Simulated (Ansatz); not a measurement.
Harmonic frequencies (cm⁻¹) at PBE0-D4/def2-TZVP from Ansatz: 75, 200, 277, 330, 352, 373, 449, 451, 516, 564, 610, 619, 703, 712, 835, 964, 1003, 1048, 1151, 1213, 1368, 1394, 3854, 3857.

Question: Which molecule is it?
A. `F[B@-]1(Cl)[OH+][B@-](F)(Cl)[OH+]1`
B. `F[B@H-]1[SH+][B@@H-](F)[SH+]1`
C. `F[B-]1(F)[OH+][B-](F)(F)[OH+]1`
D. `F[B@H-]1[OH+][B@@H-](F)[OH+]1`

Answer: C.
